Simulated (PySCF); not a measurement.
Deuteron quadrupole couplings in `C=C(C)[C@@]1(C)CC[C@@H]1C=[Se]`

Compound: C9H14Se.
Geometry (PBE0-D3(BJ)/def2-SVP, Å), atoms numbered from 1 in this order:
```
atom  x, y, z in Å
C1    -2.2617   -0.9003   -0.7956
C2    -1.4398   -0.0606   -0.1552
C3    -1.9117    1.2597    0.3775
C4     0.0127   -0.3980    0.0791
C5     0.2644   -0.7062    1.5530
C6     0.6828   -1.4541   -0.8314
C7     1.9032   -0.5346   -0.9658
C8     1.0321    0.6632   -0.5150
C9     1.6329    1.6709    0.3779
Se10   1.5072    3.4160    0.2201
H11   -1.9182   -1.8606   -1.1880
H12   -3.3176   -0.6552   -0.9403
H13   -2.9810    1.4121    0.1769
H14   -1.7543    1.3405    1.4652
H15   -1.3513    2.0926   -0.0787
H16   -0.3441   -1.5731    1.8520
H17   -0.0027    0.1392    2.2043
H18    1.3199   -0.9549    1.7430
H19    0.1526   -1.5591   -1.7881
H20    0.8373   -2.4541   -0.3996
H21    2.6896   -0.7634   -0.2306
H22    2.3728   -0.4388   -1.9549
H23    0.5647    1.1530   -1.3819
H24    2.2153    1.2658    1.2194
```

Level: PBE0/pcSseg-1 (PySCF, non-relativistic); Q(2H) = 0.00286 b; rigid geometry, the same for H and D, with no vibrational averaging.

Problem. Rank these positions by the coupling χzz of a deuteron there, largest first.
A. H11 (vinylic hydrogen)
B. H17 (methyl hydrogen)
C. H15 (methyl hydrogen)

Solution. A (207 kHz), B (196 kHz), C (190 kHz).

Problem. Give the electric field gradient Vzz (the principal value of largest size), its asymmetry and the 2H coupling at each hydrogen.

Solution. 
| atom | bonded to | bond length (Å) | Vzz (au) | η | χzz (kHz) |
| --- | --- | --- | --- | --- | --- |
| H11 | C1 | 1.093 | 0.3082 | 0.07 | 207 |
| H12 | C1 | 1.094 | 0.3072 | 0.07 | 206 |
| H13 | C3 | 1.099 | 0.2952 | 0.03 | 198 |
| H14 | C3 | 1.102 | 0.2903 | 0.04 | 195 |
| H15 | C3 | 1.103 | 0.2827 | 0.03 | 190 |
| H16 | C5 | 1.101 | 0.2909 | 0.02 | 195 |
| H17 | C5 | 1.100 | 0.2914 | 0.02 | 196 |
| H18 | C5 | 1.101 | 0.2913 | 0.02 | 196 |
| H19 | C6 | 1.099 | 0.2907 | 0.01 | 195 |
| H20 | C6 | 1.100 | 0.2925 | 0.00 | 197 |
| H21 | C7 | 1.101 | 0.2897 | 0.01 | 195 |
| H22 | C7 | 1.099 | 0.2936 | 0.00 | 197 |
| H23 | C8 | 1.100 | 0.2824 | 0.04 | 190 |
| H24 | C9 | 1.101 | 0.2864 | 0.01 | 192 |

Problem. How does χzz go with the bond length over the 14 C–H bonds?

Solution. A straight-line fit has a slope of -16.1 kHz for each 0.01 Å, with a correlation coefficient of -0.91, over lengths from 1.093 to 1.103 Å. The longer bonds have the smaller couplings here.

Geometry: PBE0-D3(BJ)/def2-SVP, one conformer, isolated molecule. The calculation is non-relativistic, for selenium too. With a basis this small, the couplings can be 20 % off.

These values come from a run that also computed NMR shieldings. Time: 74 s of wall time. Hardware: x86-64 server, one thread, on a shared host.
